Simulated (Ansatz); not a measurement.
Born–Oppenheimer molecular dynamics of C2H8Sn (11 atoms, charge 0, multiplicity 1). It starts from a relaxed structure.

Method: RKS PBE/def2-SVP (Ansatz 0.2.0).

```json
{
  "ensemble": "NVT, Langevin thermostat",
  "time step": "0.5 fs",
  "steps asked": "150",
  "set temperature": "1500 K",
  "friction": "0.02 /fs",
  "seed": "992900"
}
```

First frame:

```xyz
11
Properties=species:S:1:pos:R:3
Sn 0.089 0.058 0.005
C -0.057 -0.058 2.172
H -1.115 -0.172 2.474
H 0.520 -0.926 2.546
H 0.350 0.866 2.628
H 1.755 0.223 -0.455
C -1.043 1.758 -0.742
H -2.112 1.648 -0.475
H -0.655 2.695 -0.297
H -0.953 1.820 -1.844
H -0.533 -1.405 -0.695
```

Q: What does the run give?

A: All steps were run.

```yaml
steps_done: 150
time_covered: 75 fs
mean_temperature_over_the_second_half: 1278 K
spread_of_the_potential_energy_over_the_second_half: 23.7 meV per atom
mean_potential_energy_of_the_second_half_above_the_start: 110.1 meV per atom
```

The mean temperature of the second half is 15 % below the set value. A run of 0.075 ps of so small a system gives no equilibrium averages.

Q: What happens to the structure?

A: The same pairs are bonded in the first frame and the last. Pairs count as bonded within 1.25 times the sum of covalent radii (0.12 Å more for H–H). Another seed would give other details.

Q: How do temperature and energy run in time?

A: 
```csv
time (fs),T (K),potential energy less start (eV)
0,1364,0.000
6,1102,0.763
12,964,1.381
18,977,1.243
24,1518,0.775
30,1440,0.837
36,1285,0.820
42,973,1.741
48,1168,1.250
54,1277,1.197
60,1467,1.276
66,1450,1.084
72,1434,0.688
```

Time of the run: 7.9 min on 1 thread of Intel(R) Xeon(R) Platinum 8259CL CPU @ 2.50GHz (Skylake/Cascade Lake), with other jobs on the host, peak memory 0.14 GiB.
